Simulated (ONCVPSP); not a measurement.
**Before and after: ONCV potential for cadmium**

ONCVPSP 4.0.1 input, shortened (lines: element, Z, core and valence counts, functional; n l f; lmax; l rc ep ncon nbas qcut; lloc lpopt rc5 dvloc0; l nproj debl; icmod fcfact rcfact), PBE, scalar-relativistic:

```
  Cd 48.00    6    4        4      upf
    1    0    2.00
    2    0    2.00
    2    1    6.00
    3    0    2.00
    3    1    6.00
    3    2   10.00
    4    0    2.00
    4    1    6.00
    4    2   10.00
    5    0    0.50
    2
    0    1.30    0.00    4    6   12.20
    1    1.55    0.00    5    8    9.30
    2    1.80    0.00    4    9    6.90
    4    5    1.10    6.00
    0    3    3.90
    1    2    0.70
    2    3    1.00
    0    0.00    0.00
```

In the p channel the program set the typed energies aside and used -2.967, 0.250 Ha.

Change: p: rc 1.26.

Cutoffs: the cutoffs (Ha) at which the residual kinetic energy of the hardest occupied pseudo-wave falls to 1 and 0.1 mHa per electron; they do not see the model core or the augmentation charge, which bear on the density cutoff. Errors are all-electron minus pseudo energies relative to the spin-unpolarised reference configuration.

Question: How do hardness, ghosts and transferability respond?

Answer: The potential gets harder (40 Ha and 49 Ha → 41 Ha and 107 Ha); the errors of the 4 common tests hardly move; neither file shows a bound ghost. A smaller radius makes the pseudo-wave follow the all-electron one further in, where it bends more sharply, so more plane waves are needed.

| quantity | base | changed |
| --- | --- | --- |
| cutoff, loose | 40 Ha | 41 Ha |
| cutoff, tight | 49 Ha | 107 Ha |
| loose cutoff by channel | s 40 Ha, p 21 Ha, d 22 Ha | s 40 Ha, p 41 Ha, d 22 Ha |
| bound ghosts | none | none |
| GHOST(+) flags under 300 eV | none | none |
| error for 4s2 4p6 4d10 5s2, meV [ΔE -16.80 eV] | +3.8 | +3.9 |
| error for 4s2 4p6 4d10 5s1, meV [ΔE -7.53 eV] | +1.3 | +1.3 |
| error for 4s2 4p6 4d10 5s0, meV [ΔE 9.60 eV] | -1.4 | -1.4 |
| error for 4s2 4p6 4d9 5s2, meV [ΔE 1.17 eV] | +44 | +45 |
| s: phases at 1.32 bohr within 0.05 rad from the reference energy up to (Ha; the scan ends near 5) | to the end of the scan | to the end of the scan |
| d: phases at 1.83 bohr within 0.05 rad from the reference energy up to (Ha; the scan ends near 5) | to the end of the scan | to the end of the scan |
